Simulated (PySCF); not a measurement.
C7H14Si, SMILES C(CC[Si](C)(C)C)#C at its GFN2-xTB optimised geometry (Å):

```
22

C      2.8957    -0.4586     0.0000
C      1.6989    -0.4586     0.0000
C      0.2514    -0.4571     0.0525
C     -0.2483    -0.3865     1.4994
Si    -2.1589    -0.3824     1.6419
C     -2.8660    -1.9845     0.8806
C     -2.6276    -0.2865     3.4874
C     -2.8726     1.1286     0.7179
H      3.9445    -0.4589    -0.0168
H     -0.1197    -1.3669    -0.4267
H     -0.1208     0.4012    -0.5131
H      0.1654    -1.2329     2.0507
H      0.1632     0.5109     1.9650
H     -3.9375    -2.0546     1.0422
H     -2.6972    -2.0283    -0.1914
H     -2.4117    -2.8674     1.3208
H     -2.2357    -1.1336     4.0417
H     -2.2387     0.6153     3.9500
H     -3.7052    -0.2816     3.6166
H     -2.7035     1.0614    -0.3528
H     -3.9445     1.2103     0.8714
H     -2.4225     2.0546     1.0639
```

Calculation: PBE0/def2-SVP (PySCF). Cells within 0.4 Å of a nucleus heavier than hydrogen are left out (blank, or x).

Map of the deformation density (molecule minus spherical neutral atoms) (e/bohr³) on the plane z = 0.8 Å:

```
|111111111111111111111111111|
|111111111111111111111111111|
|111111111111111111111111111|
|111111111111111111111111111|
|111111111111111111111111111|
|111111111111111111111111111|
|111111111111111111111111111|
|111111111111111111111111111|
|111111122111111111111111111|
|111112287111111111111111111|
|1111296x4111111111111111111|
|1111287x3111101111111111111|
|111111255100000001111111111|
|111111122011131001211111111|
|111111110011393001310111111|
|111111132011120001211111111|
|111112154100000001111111111|
|111128xx1011111111111111111|
|1111164x3111111111111111111|
|111111144111111111111111111|
|111111111111111111111111111|
|111111111111111111111111111|
|111111111111111111111111111|
|111111111111111111111111111|
|111111111111111111111111111|
|111111111111111111111111111|
|111111111111111111111111111|
```
Scale: ten equal steps from -0.016 (start of '0') to 0.072 (end of '9'), in the order '0123456789'; x runs from -6.00 to 6.00, y from -6.00 (bottom) to 6.00 (top).
